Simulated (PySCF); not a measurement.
**Excitation energy of B by level of theory**

B [He] 2s2 2p1 (2P) → B [He] 2s2 3d1 (2D), as a difference of total energies. Calculation: PySCF 2.14, in aug-cc-pVTZ-DK (5s4p3d2f, 46 functions); scalar relativity by spin-free X2C-1e. Correlated levels: valence: 1s2 frozen. The calculations carry no spin-orbit coupling.

```json
{"method": "UHF", "excitation energy (eV)": "7.922"}
{"method": "LDA", "excitation energy (eV)": "7.764"}
{"method": "PBE", "excitation energy (eV)": "7.636"}
{"method": "PBE0", "excitation energy (eV)": "7.783"}
{"method": "r2SCAN", "excitation energy (eV)": "7.990"}
{"method": "B97-3", "excitation energy (eV)": "7.771"}
{"method": "PBEsol", "excitation energy (eV)": "7.606"}
{"method": "M06-2X", "excitation energy (eV)": "7.695"}
{"method": "r2SCAN0", "excitation energy (eV)": "8.065"}
{"method": "MP2 (valence)", "excitation energy (eV)": "7.958"}
{"method": "SCS-MP2 (valence)", "excitation energy (eV)": "7.949"}
```

Errors of the correlated levels include the incompleteness of this basis and the frozen core.

The promoted electron is Rydberg-like, and one or two diffuse shells describe it only roughly, which tends to raise the upper state.

In the upper state the promoted electron has a positive orbital energy at LDA, PBE, PBE0, r2SCAN, B97-3, PBEsol, M06-2X, r2SCAN0, so the basis confines it.

**Question.** Which method comes closest to the reference value, and which is furthest?

**Answer.** The reference is 6.789 eV (measured; NIST levels, between the centres of gravity of the two terms). Closest: PBEsol (error 0.817 eV); furthest: r2SCAN0 (error 1.276 eV).
